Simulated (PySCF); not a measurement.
Does the answer move with the share of exact exchange?

Species: C₂H₈AlN.
SMILES: `C[NH][AlH][CH3]`

Torsions of this conformer, `[CH3:1][NH:2][AlH:3][CH3:4]`: C1–N2–Al3–C4 -179°.

PySCF, def2-SVPD basis, density fitting, gas phase, PBE0-D3(BJ)/def2-SVP geometry; singlet excitations by full TDDFT with frozen cores, triplets by Tamm–Dancoff TDDFT and ionisation energies by ΔSCF, from the lowest of the holes tried. One functional is left out:

```tsv
functional	exact exchange (%)	HOMO energy (eV)	LUMO energy (eV)	lowest singlet excitation (eV)	lowest triplet excitation (eV)	dipole moment (D)	mean polarisability (au)	vertical ionisation energy (eV)
LDA	0	-5.56	-1.24	4.91	4.04	1.129	68.3	9.02
PBE	0	-5.43	-1.04	4.94	4.01	1.108	67.1	8.80
B3LYP	20	-6.49	-0.49	5.40	4.47	1.028	64.1	8.89
BHandHLYP	50	-7.92	0.48	6.07	5.08	0.956	60.7	8.68
```

**Question.** Predict the row of PBE0 (25 % exact exchange) by straight lines through the other rows, and check it.

**Answer.** 
```
                       property   line  computed  computed − line  B3LYP (20 %), for comparison
               HOMO energy (eV)  -6.71     -6.70            +0.01                         -6.49
               LUMO energy (eV)  -0.33     -0.27            +0.06                         -0.49
 lowest singlet excitation (eV)   5.50      5.52            +0.02                          5.40
 lowest triplet excitation (eV)   4.56      4.54            -0.02                          4.47
              dipole moment (D)  1.031     1.030           -0.001                         1.028
       mean polarisability (au)   64.0      63.5             -0.5                          64.1
vertical ionisation energy (eV)   8.81      8.80            -0.01                          8.89
```
